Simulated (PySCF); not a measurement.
All numbers come from PBE0 in PySCF with As def2-SVPD, O def2-SVPD; no relativity; density-fitted integrals.

```xyz
4
charge -1 multiplicity 1, angstrom
As    0.0000    0.0000    0.0000
O     1.6421    0.0000    0.0000
O    -0.8210    1.4221    0.0000
O    -0.8210   -1.4221    0.0000
```

[AsO3]- (singlet), along the line from As1 (at 0) through O2 (at 1.642 Å).

**Question.** Tabulate the fields along this line at -0.49, -0.33, -0.16, 0.08, 0.25, 0.41, 0.57, 0.74, 0.90, 1.07, 1.23, 1.40, 1.56, 1.81, 1.97, 2.13, 2.30, 2.46, 2.63 Å.

**Answer.** 
```
distance (Å)  electron density (e/Å³)  electron localisation function  electrostatic potential (V)
       -0.49                     6.71                           0.476                         89.2
       -0.33                     37.8                           0.774                          240
       -0.16                      136                           0.231                         1060
        0.08                     1050                           0.792                         3250
        0.25                     76.6                           0.694                          469
        0.41                       16                           0.671                          139
        0.57                     3.06                           0.197                         60.7
        0.74                     1.41                             0.2                         31.1
        0.90                      1.6                           0.638                         19.9
        1.07                      2.4                           0.764                         24.8
        1.23                     3.97                           0.618                         58.5
        1.40                     6.94                          0.0962                          177
        1.56                      185                           0.993                          935
        1.81                     21.9                           0.242                          346
        1.97                     5.57                           0.483                         92.7
        2.13                     2.87                           0.833                         27.1
        2.30                     1.32                           0.848                         5.18
        2.46                    0.564                           0.787                        -2.53
        2.63                    0.238                           0.661                        -5.16
```

On a grid of 0.08 Å the density has a local minimum along the bond near 0.74 Å from As, at 1.41 e/Å³, where the ELF is 0.20.

The lowest empty level of this anion is unbound, so it and the gap depend on the basis.
